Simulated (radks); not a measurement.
Results of a calculation; reference values are marked as such.
Problem. These are the eigenvalues of the occupied orbitals of an atom or ion with whole-number occupations (eV). Code: a radial shooting solver on a logarithmic mesh with Libxc functionals. Model: non-relativistic Kohn-Sham, r2SCAN, spin-polarised, spherical densities, point nucleus; meta-GGA in the generalised Kohn-Sham scheme.

1s down: -65672.97
1s up: -65672.96
2s up: -10878.83
2s down: -10878.41
2p up: -10430.03
2p down: -10429.74
3s up: -2527.998
3s down: -2527.961
3p up: -2319.523
3p down: -2319.461
3d up: -1931.707
3d down: -1931.489
4s up: -541.9517
4s down: -541.7429
4p up: -453.4735
4p down: -453.2376
4d up: -292.4148
4d down: -292.0963
5s up: -101.6900
5s down: -98.7537
4f up: -81.9636
4f down: -81.4210
5p up: -75.4804
5p down: -72.1032
5d up: -35.4863

Which element is it, and in what charge state? The configuration may be excited. Open shells, if any, are filled with parallel spins first.

Solution. Z = 75, rhenium, charge +3: Re3+ in [Xe] 4f14 5d4. The list shows which subshells hold electrons but not how many an open one holds; the 1s level, -2413.4 hartree, gives Z - s = 69.5 by -(Z - s)^2/2, which with screening narrows Z to a few neighbours, and the depths of the outer levels then fix element, charge and occupations together.
